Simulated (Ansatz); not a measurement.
Species: CH4B2O, SMILES `BCB=O` (H–B–C–B torsion 89°, B–C–B–O torsion 0°) (charge 0, multiplicity 1).

Give a relaxed geometry from B3LYP-D3(BJ)/def2-TZVP run with Ansatz (an electronic-structure program).

This is not unique; one that fits is the end point of this relaxation, one of several conformers (outside a Z-matrix the atoms follow the SMILES, hydrogens last).
Bonded distances (Å): B1–C2 1.563, B1–H5 1.190, B1–H6 1.190, C2–B3 1.533, C2–H7 1.094, C2–H8 1.094, B3–O4 1.205. Angles (°): C2–B1–H5 120.2, C2–B1–H6 120.2, H5–B1–H6 119.7, B1–C2–B3 107.8, B1–C2–H7 112.9, B1–C2–H8 112.9, B3–C2–H7 106.5, B3–C2–H8 106.5, H7–C2–H8 109.7, C2–B3–O4 179.0.
